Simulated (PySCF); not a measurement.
# Two-component Hartree-Fock for Pb⁸⁰⁺ (lead, charge +80)

Start: 1s2. Calculated with PySCF 2.14 in an even-tempered Gaussian basis (14 s from 300 bohr⁻², ratio 2.4; 12 p from 390 bohr⁻², ratio 2.4; 3 d from 1200 bohr⁻², ratio 2.6; 3 f from 1800 bohr⁻², ratio 2.6): generalised Hartree-Fock with the X2C-1e Hamiltonian and a Gaussian nucleus; one run each with spin-orbit coupling (SO) switched off, then screened by Boettger's factors.

```json
{"spinor shell": "1s1/2", "electrons": "2", "ε, spin-free (eV)": "-99770.2", "ε, screened SO (eV)": "-99770.2", "weight of nominal j (screened SO)": "1.000", "rms radius, screened SO (bohr)": "0.0180"}
```

| quantity | spin-free | screened SO |
| --- | --- | --- |
| E (hartree) | -7396.93167 | -7396.93167 |
| M_J | 0 | 0 |
| ⟨J²⟩ | 0.000 | 0.000 |
| ⟨L²⟩ | 0.000 | 0.000 |
| ⟨S²⟩ | 0.000 | 0.000 |

Breit and QED terms are absent; they matter most for the inner s and p1/2 levels.

Densities and radii are taken from the X2C orbitals without a picture-change correction, which distorts them close to the nucleus.

Without spin-orbit coupling the j labels of p, d and f shells carry no meaning; the spin-free column gives the mean over the occupied spinors of each nl shell.
